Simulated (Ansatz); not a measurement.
Z-matrix (Å, degrees):
```
N
H 1 1.0060
H 1 1.0079 2 111.30
In 1 2.0232 2 124.39 3 171.21
H 4 1.7552 1 116.32 2 -177.13
```
Charge 0, spin multiplicity 2.

Method: frozen-core CCSD(T)/def2-TZVPP // CAM-B3LYP-D3(BJ)/def2-TZVP (Ansatz, a program for electronic structure).

```
Quantity                       Result
----------------------  -------------
HF energy               -245.40495 Ha
MP2 correlation energy    -0.49229 Ha
```

Task: Estimate the CCSD correlation energy, the (T) correction, the total energy and the T1 diagnostic.

Result: 
- CCSD correlation energy: -0.50099 Ha
- (T) correction: -0.01659 Ha
- CCSD(T) total energy: -245.92252 Ha
- T1 diagnostic: 0.019
